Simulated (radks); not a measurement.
The numbers below are computed, except where a source is named.
Excited configurations of Hf III: one electron is placed in a higher orbital outside [Xe] 4f14 5d1. The ground configuration is [Xe] 4f14 5d2. Level of theory: Dirac Kohn-Sham, PBE, spin-unpolarised, spherical densities, finite nucleus; open shells fill j = l - 1/2 first; Fermi nuclear charge, rms radius 5.347 fm (a radial shooting solver on a logarithmic mesh with Libxc functionals). Excitation = E - E(ground); binding = E(ion) - E, where the ion is the core of charge +3; n* = 3/sqrt(2 binding) in atomic units, and the quantum defect is n - n*.

outer orbital,excitation (eV),binding (eV),quantum defect,<r> (bohr)
5f5/2,14.049,8.008,1.090,5.587
6d3/2,11.945,10.112,2.520,5.293
6f5/2,16.683,5.373,1.226,9.633
7s1/2,11.184,10.872,3.644,5.823
7p1/2,12.957,9.099,3.332,6.669
7f5/2,18.274,3.782,1.310,14.67

The Delta-SCF ionisation energy is 22.057 eV (NIST Atomic Spectra Database: 22.55 eV, theoretical). Self-interaction in the functional shifts the binding energies and quantum defects, so they are the method's values and not measured ones. Spin polarisation and multiplet splitting are left out, so open shells lie too high by an amount that depends on their filling.

Beside tabulated values, note that spin-unpolarised runs miss the spin-polarisation part of the exchange energy of open shells.
